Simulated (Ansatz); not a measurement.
`F[SiH](S)[O][GeH3]` + `NCS` → `F[SiH](S)S` + `NC[O][GeH3]`  (formal exchange of groups at the Si–O bond)

Computed with Ansatz on PBE0-D4/def2-TZVP structures; ΔE is electronic, products minus reactants. CBS: MP2 limit from def2 TZ/QZ plus the TZ coupled-cluster correction, frozen cores. DFT in def2-TZVPP. B3LYP here is the variant with VWN-RPA as its local correlation; programs differ in this. For Ge outer-core shells are correlated without core-valence functions, which leaves a few kJ/mol of doubt a bond. Scalar relativity is left out up to krypton. Each species was taken in one conformer, which may not be the lowest.

```tsv
level	ΔE (kJ/mol)
PBE-D4	52.1
B3LYP-D4	67.6
```

What does CCSD(T)/CBS give? (Estimate.)

Computed: +72.2 kJ/mol. The listed levels differ from it by -20.1, -4.6 kJ/mol.

Largest T1 diagnostic among the species: 0.012.

From PBE to PBE0 (25 % exact exchange), in def2-TZVPP and without D4, ΔE moves by +7.5 kJ/mol. In def2-TZVPP, CCSD(T) changes the Hartree–Fock value by −12.8 kJ/mol (the triples alone add −3.0 kJ/mol) and MP2 by −11.4 kJ/mol.

CCSD(T)/CBS has its own doubt, a few kJ/mol and more with outer-core shells, so smaller differences from it don't rank the levels.
